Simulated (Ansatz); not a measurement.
`CC#CS[SiH3]` + `[SiH3]P` → `[SiH3]P[SiH3]` + `CC#CS`  (ligand exchange at the Si–S bond)

Calculated with Ansatz (gas phase, PBE0-D4/def2-TZVP geometries, no zero-point term in ΔE). CCSD(T)/CBS adds triple-zeta CCSD(T) − MP2 to the extrapolated MP2 energy (def2 sets, frozen cores). This one scheme is used for every species. DFT in def2-TZVPP. B3LYP here is the variant with VWN-RPA as its local correlation; programs differ in this. One conformer a species, not always the lowest.

`CC#CS[SiH3]`:

Cartesian coordinates in Å:
```
C 1.001 -2.230 -0.642
C 0.240 -1.246 0.100
C -0.393 -0.427 0.719
S -1.291 0.682 1.613
Si -0.856 2.386 0.378
H 1.800 -2.656 -0.029
H 1.461 -1.777 -1.523
H 0.361 -3.048 -0.982
H 0.604 2.641 0.357
H -1.349 2.155 -1.000
H -1.577 3.520 1.010
```

`[SiH3]P`:

Z-matrix (Å, degrees):
```
Si
P 1 2.255
H 1 1.487 2 113.9
H 1 1.486 2 108.0 3 -121.2
H 1 1.486 2 108.0 3 121.2
H 2 1.421 1 93.8 3 -46.7
H 2 1.421 1 93.8 3 47.0
```

`[SiH3]P[SiH3]`:

```xyz
10

Si    0.458    1.057    1.220
P     0.951   -0.957    0.346
Si   -0.425   -0.777   -1.426
H     1.033    1.136    2.589
H    -1.001    1.334    1.291
H     1.102    2.084    0.361
H     0.012   -1.662    1.148
H    -0.527   -2.103   -2.088
H     0.190    0.193   -2.369
H    -1.791   -0.305   -1.072
```

`CC#CS`:

```xyz
8

C     1.095    0.957   -0.322
C     0.091   -0.060   -0.083
C    -0.751   -0.899    0.120
S    -1.848   -2.158    0.308
H     1.632    0.749   -1.252
H     1.827    0.999    0.488
H     0.635    1.944   -0.419
H    -2.682   -1.533    1.160
```

```
             level  ΔE (kJ/mol)  difference from CCSD(T)/CBS
         r2SCAN-D4         29.6                         -1.3
           PBE0-D4         26.8                         -4.1
          B3LYP-D4         31.7                          0.8
           ωB97X-V         30.7                         -0.2
           ωB97M-V         31.9                          1.0
            B2PLYP         34.2                          3.3
              PBE0         27.8                         -3.1
             B3LYP         33.6                          2.7
     HF/def2-TZVPP         39.0                          8.1
    MP2/def2-TZVPP         34.8                          3.9
   CCSD/def2-TZVPP         32.1                          1.2
     HF/def2-QZVPP         39.1                          8.2
SCS-MP2/def2-QZVPP         35.6                          4.7
      HF/CBS(def2)         39.1                          8.2
     MP2/CBS(def2)         34.3                          3.4
    CCSD/CBS(def2)         31.6                          0.7
       CCSD(T)/CBS         30.9                            0
```

Largest T1 diagnostic among the species: 0.013.

In def2-TZVPP, CCSD(T) changes the Hartree–Fock value by −7.6 kJ/mol (the triples alone add −0.7 kJ/mol) and MP2 by −4.2 kJ/mol.
